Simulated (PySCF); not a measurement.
Compound: CF2Cl-CCl3, C2Cl4F2.
Atom-mapped SMILES: `[F:1][C:2]([F:3])([Cl:4])[C:5]([Cl:6])([Cl:7])[Cl:8]`

Torsions of this conformer, `[F:1][C:2]([F:3])([Cl:4])[C:5]([Cl:6])([Cl:7])[Cl:8]`: F1–C2–C5–Cl6 -59°.

The closed-shell ground state was solved at several levels (PySCF, density fitting, gas phase, non-relativistic). Geometry: PBE0-D3(BJ)/def2-TZVP; no solvent, vibrations or thermal averaging.

```
           level  basis functions  total energy (Eh)  HOMO (eV)  LUMO (eV)  gap (eV)  dipole (D)
wB97X-D/pcSseg-2              316         -2116.7879     -11.09       0.79     11.88        0.53
   PBE0/pcSseg-2              316         -2116.0044      -9.20      -1.07      8.13        0.55
    KT3/pcSseg-2              316         -2132.7673      -7.88      -2.32      5.56        0.48
```

Task: Estimate the row for B97-2/pcSseg-2, a basis of 316 functions; the other rows only guide the guess.

Result: Total energy -2116.9270 Eh, HOMO -8.94 eV, LUMO -1.16 eV, gap 7.78 eV, dipole 0.53 D.

Task: Over all these levels, which gives the widest orbital gap and which the narrowest?

Result: wB97X-D/pcSseg-2 (range-separated hybrid) has the widest, 11.88 eV, and KT3/pcSseg-2 (GGA) the narrowest, 5.56 eV. From the narrowest to the widest the HOMO moves by -3.21 eV and the LUMO by +3.11 eV.

Task: In the pcSseg-2 basis, how does the gap go with the fixed share of exact exchange?

Result: KT3 (0 %) 5.56 eV; B97-2 (21 %) 7.78 eV; PBE0 (25 %) 8.13 eV. Each rise in the share widens the gap here.

Task: How far do the dipole and the HOMO energy spread over the levels?

Result: The dipole runs from 0.48 to 0.55 D (mean 0.52 D) and the HOMO from -11.09 to -7.88 eV.

The pairwise dispersion term of wB97X-D wasn't added to the energies; at a given geometry it leaves orbitals and properties as they are.
